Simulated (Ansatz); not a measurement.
Species: GeNH2F, charge 0, singlet. GeNH2F (SMILES [NH2][Ge][F]).
B3LYP-D3(BJ)/def2-TZVP minimum from Ansatz (a first-principles code):
```xyz
5

Ge    -0.2308     0.0715     0.3870
F      0.9639     1.1028    -0.4422
N     -0.1499    -1.2673    -0.8493
H      0.4490    -1.2247    -1.6624
H     -0.6896    -2.1180    -0.7971
```

Total energies in cc-pVTZ, 18 correlated electrons, 16 frozen orbitals. Open shells are spin-unrestricted; no spin-orbit coupling. Cores are frozen in correlated methods (noble-gas shells, and filled d and f shells in the p block). No relativity.

```tsv
method	program	energy (Eh)	minus CCSDT(Q) (mEh)
HF	Ansatz	-2230.57709	603.22
MP2	Ansatz	-2231.14505	35.25
CCSD	Ansatz	-2231.15752	22.79
CCSD(T)	Ansatz	-2231.17868	1.62
CCSDT(Q)	Ansatz	-2231.18031	0.00
```

Rough core times of Ansatz's runs on a shared machine: CCSD(T) under 20 s, CCSDT(Q) 30 min.
